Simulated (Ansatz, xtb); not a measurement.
## AlH5SbTe: where a starting geometry ends

The starting geometry of this gas-phase doublet was built from a drawn formula by distance geometry and a force field; its bonds are those of `[AlH2][SbH2][TeH]`.

```json
{"atom": "Al", "x (Å)": "-0.6492", "y (Å)": "0.6338", "z (Å)": "0.0043"}
{"atom": "Sb", "x (Å)": "1.8688", "y (Å)": "-0.1488", "z (Å)": "0.3574"}
{"atom": "Te", "x (Å)": "1.7029", "y (Å)": "-2.0321", "z (Å)": "-1.7118"}
{"atom": "H", "x (Å)": "-1.3577", "y (Å)": "0.4483", "z (Å)": "-1.3812"}
{"atom": "H", "x (Å)": "-1.4639", "y (Å)": "1.1447", "z (Å)": "1.2737"}
{"atom": "H", "x (Å)": "3.1150", "y (Å)": "0.8177", "z (Å)": "-0.4879"}
{"atom": "H", "x (Å)": "2.1644", "y (Å)": "-1.2904", "z (Å)": "1.5869"}
{"atom": "H", "x (Å)": "0.4247", "y (Å)": "-2.8205", "z (Å)": "-0.9061"}
```

Problem. Predict what it relaxes into with r2SCAN-D4/def2-SVP.

Solution. It keeps its bonds, and is `[AlH2][SbH2][TeH]`.

The energy falls by 0.91 eV over 18 steps:

| step | E − E(last) (eV) |
| --- | --- |
| 1 | 0.905 |
| 3 | 0.313 |
| 5 | 0.074 |
| 7 | 0.028 |
| 9 | 0.005 |
| 10 | 0.003 |
| 12 | 0.000 |
| 14 | 0.000 |
| 16 | 0.000 |
| 18 | 0.000 |

Final geometry (Å):

```xyz
8

Al   -1.1041    0.2996    0.2122
Sb    1.6006   -0.2433    0.1258
Te    2.1003   -2.4674   -1.4345
H    -1.3966    0.6996   -1.3083
H    -1.1302    1.3745    1.3996
H     3.0247    0.5892   -0.3684
H     2.2521   -0.7509    1.6189
H     0.4581   -2.7486   -1.5100
```

From the same start GFN2-xTB ends elsewhere, differing in Al1–Te3 (2.53 against 4.54 Å here), Sb2–Te3 (4.11 against 2.76 Å here).

No frequencies were run, so the end isn't proven a minimum. Open shells are spin-unrestricted. Atoms past krypton carry core potentials, without spin–orbit terms. Run with Ansatz 0.2.0, 2.5 min on 2 threads of Arm Neoverse V1, on a shared host.
